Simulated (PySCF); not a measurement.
This PySCF input asks for the NMR shieldings of SMILES [SiH3]O[SiH2]O[SiH2]F, FH7O2Si3; the geometry comes from GFN2-xTB.

```python
import basis_set_exchange as bse
import numpy as np
from pyscf import gto, dft
from pyscf.prop import nmr

atoms = """
F    -1.777390   -0.503597    1.508003
Si   -2.069259   -0.664051   -0.063220
O    -1.302140    0.506080   -0.849682
Si    0.040034    1.372141   -1.150257
O     1.337263    0.635552   -0.540412
Si    2.029893   -0.528404    0.358104
H    -3.480617   -0.398067   -0.256156
H    -1.538621   -1.968238   -0.415891
H     0.181285    1.368967   -2.597472
H    -0.111218    2.647412   -0.468806
H     1.816630   -1.807337   -0.322980
H     1.433846   -0.528018    1.690973
H     3.435907   -0.131955    0.367573
"""
names = dict.fromkeys(["F", "Si", "O", "H"], "pcSseg-1")
basis = {el: gto.basis.parse(bse.get_basis(n, elements=[el], fmt="nwchem")) for el, n in names.items()}
mol = gto.M(atom=atoms, basis=basis, charge=0, verbose=0)
mf = dft.RKS(mol, xc="PBE0")
mf.grids.level = 2
mf.grids.alignment = dft.numint.BLKSIZE   # the property module wants whole blocks of grid points
mf.conv_tol = 1e-9
mf.kernel()

calc = nmr.RKS(mf)   # GIAO
C = mf.mo_coeff
Co = C[:, mf.mo_occ > 0]
resp = mf.gen_response(singlet=True, hermi=2)
def vind(x):   # induced exchange potential for any number of trial vectors
    d = np.einsum("pi,xij,qj->xpq", C, 2 * x.reshape(-1, C.shape[1], Co.shape[1]), Co, optimize=True)
    return np.einsum("xpq,pi,qj->xij", resp(d - d.transpose(0, 2, 1)), C, Co, optimize=True).ravel()
mo1, _ = nmr.rhf.solve_mo1(calc, with_cphf=vind)
sigma = calc.kernel(mo1)
for i, s in enumerate(sigma):   # ppm
    w = np.linalg.eigvalsh((s + s.T) / 2)
    print("%2d %-2s iso %8.1f  s11 %8.1f  s22 %8.1f  s33 %8.1f" % (i, mol.atom_pure_symbol(i), w.mean(), *w))
```

Question: Give the expected output.

Answer: 
```
 0 F  iso    334.3  s11    250.8  s22    353.5  s33    398.6
 1 Si iso    381.4  s11    368.6  s22    382.0  s33    393.5
 2 O  iso    238.3  s11    200.5  s22    230.7  s33    283.7
 3 Si iso    393.7  s11    382.9  s22    396.0  s33    402.2
 4 O  iso    295.2  s11    241.5  s22    278.6  s33    365.4
 5 Si iso    391.2  s11    357.5  s22    358.8  s33    457.4
 6 H  iso     26.7  s11     23.0  s22     24.3  s33     32.9
 7 H  iso     26.6  s11     23.6  s22     24.5  s33     31.7
 8 H  iso     26.8  s11     23.1  s22     24.6  s33     32.6
 9 H  iso     26.7  s11     23.1  s22     24.6  s33     32.4
10 H  iso     26.5  s11     23.4  s22     25.1  s33     31.0
11 H  iso     26.4  s11     23.0  s22     25.8  s33     30.4
12 H  iso     26.5  s11     23.0  s22     24.8  s33     31.8
```

These numbers come from an equivalent density-fitted implementation of the same equations, which agrees with the script to about 0.01 ppm for H and up to a few tenths of a ppm for heavy atoms, so last digits may differ.

Question: Turn these shieldings into chemical shifts. References, each an isolated molecule treated in the same way: CFCl3 for 19F (σref 170.95); 29Si (σref 349.16), 1H (σref 31.72) vs TMS; H2O for 17O (σref 336.08).

Answer: Averaging equivalent atoms: F 0: -163.4; Si 1: -32.2; Si 5: -42.1; Si 3: -44.5; O 2: 97.8; O 4: 40.9; H 10/11/12: 5.24; H 6/7: 5.05; H 8/9: 4.99 ppm. Unscaled 19F shifts against computed CFCl3 carry errors that often reach 10 to 50 ppm. Experimental scales use liquid or dissolved standards, which lie at an offset from isolated H2O (liquid H2O: subtract about 36 ppm).

Size and cost of the density-fitted run: 158 basis functions, 26 s wall time on 1 thread of an Arm Neoverse V1, shared host; peak memory 0.72 GiB.
